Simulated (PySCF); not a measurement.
Working with the constants of LiGa⁺

UHF-CCSD(T) constants of LiGa⁺, ²Σ⁺ (doublet), unpaired electrons σ ↑ (basis Li jorge-DZP-DKH, Ga jorge-DZP-DKH; spin-free X2C with a Gaussian nucleus; PySCF 2.14; masses 7.0160 and 68.9256 u):

| Item | Value |
| --- | --- |
| ωe | 209.3 cm⁻¹ |
| ωexe | 1.18 cm⁻¹ |
| Be | 0.28775 cm⁻¹ |
| αe | 0.00343 cm⁻¹ |
| De to Li⁺ + Ga | 1.45 eV |

Problem. What force constant and bond length do these constants imply?

Solution. Reduced mass μred = 6.3678 u; k = 5.8918×10⁻⁷·μred·ωe² (u, cm⁻¹, mdyn/Å) = 0.164 mdyn/Å; Re = √(16.8576/(μred·Be)) (u, cm⁻¹, Å) = 3.033 Å.

Problem. Estimate the centrifugal constant D from the Kratzer relation and find the Dunham coefficient a1.

Solution. D = 4Be³/ωe² = 2.18e-06 cm⁻¹; a1 = −1 − αeωe/(6Be²) = -2.45.

Correlated steps freeze 9 core orbitals. Correlated levels converge slowly with the basis: in double zeta they bind strong bonds too weakly, by up to about 1 eV, and carry superposition errors of some tenths. Spin–orbit coupling is left out. For an ion De counts to the pair picked by the measured ionisation energies or electron affinities, which need not be the lowest pair at this level. The state is the lowest determinant that a PBE0 search found; another state may lie lower at other levels.
